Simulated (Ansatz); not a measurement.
Reaction (germylene formation by 1,1-elimination): `[CH3][Ge]([F])([SiH3])[Cl]` → `[CH3][Ge][Cl]` + `F[SiH3]`

Gas-phase electronic energies from Ansatz, PBE0-D4/def2-TZVP geometries. CBS: MP2 limit from def2 TZ/QZ plus the TZ coupled-cluster correction, frozen cores. This one scheme is used for every species. DFT in def2-TZVPP. B3LYP here is the variant with VWN-RPA as its local correlation; programs differ in this. HSE06 is defined as in plane-wave codes. For Ge outer-core shells are correlated without core-valence functions, which leaves a few kJ/mol of doubt a bond. Scalar relativity is left out up to krypton.

`[CH3][Ge]([F])([SiH3])[Cl]`:

```xyz
11

C     0.739    1.476   -0.899
Ge    0.205    0.323    0.561
F    -0.773    1.308    1.619
Si   -0.991   -1.708    0.187
Cl    1.966   -0.149    1.717
H     1.243    2.350   -0.486
H     1.423    0.946   -1.563
H    -0.140    1.794   -1.460
H    -0.143   -2.598   -0.646
H    -1.271   -2.337    1.500
H    -2.257   -1.406   -0.529
```

`[CH3][Ge][Cl]`:

Z-matrix (Å, degrees):
```
C
Ge 1 1.984
H 1 1.094 2 109.4
H 1 1.092 2 111.6 3 121.3
H 1 1.094 2 109.6 3 -117.3
Cl 2 2.199 1 96.1 3 59.2
```

`F[SiH3]`:

Z-matrix (Å, degrees):
```
Si
F 1 1.600
H 1 1.482 2 108.3
H 1 1.482 2 108.3 3 -120.0
H 1 1.482 2 108.3 3 120.0
```

CCSD(T)/CBS gives +63.0 kJ/mol.

Q: Another level gave +68.5 kJ/mol. Which?
A. B3LYP-D4/def2-TZVPP
B. ωB97M-V/def2-TZVPP
C. SCS-MP2/def2-TZVPP
D. HSE06-D4/def2-TZVPP

A: C. SCS-MP2/def2-TZVPP 68.5, B3LYP-D4 53.7, HSE06-D4 83.0, ωB97M-V 60.6 kJ/mol.

Largest T1 diagnostic among the species: 0.012.

Leaving LDA and LC-ωPBE aside and taking each functional with its dispersion term where it has one, the values, not all of them listed here, spread over 43.1 kJ/mol, from BLYP-D4 to PBE-QIDH. LDA lies +33.6 kJ/mol from PBE without D4. From PBE to PBE0 (25 % exact exchange), in def2-TZVPP and without D4, ΔE moves by +8.8 kJ/mol.
